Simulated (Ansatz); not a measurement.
`SC[NH][GeH3]` → `[CH3][GeH]([NH2])[SH]`  (isomerisation)

Program: Ansatz. Geometries: PBE0-D4/def2-TZVP. ΔE: electronic, gas phase. CCSD(T)/CBS adds triple-zeta CCSD(T) − MP2 to the extrapolated MP2 energy (def2 sets, frozen cores). DFT in def2-TZVPP. For Ge outer-core shells are correlated without core-valence functions, which leaves a few kJ/mol of doubt a bond. Scalar relativity is left out up to krypton. Each species was taken in one conformer, which may not be the lowest.

Is it downhill or uphill in electronic energy at CCSD(T)/CBS, and by how much? (An estimate is asked.)

The calculation gave: Downhill: ΔE = -170.4 kJ/mol.

What do these levels give: PBE-D4, ωB97M-V, B2PLYP, HF/def2-TZVPP, CCSD(T)/def2-TZVPP, MP2/CBS(def2)? (An estimate is asked.)

Ansatz gave: PBE-D4 -159.0, ωB97M-V -167.4, B2PLYP -168.3, HF/def2-TZVPP -170.3, CCSD(T)/def2-TZVPP -170.1, MP2/CBS(def2) -178.1 kJ/mol.

Largest T1 diagnostic among the species: 0.011.

From PBE to PBE0 (25 % exact exchange), in def2-TZVPP and without D4, ΔE moves by −6.1 kJ/mol.
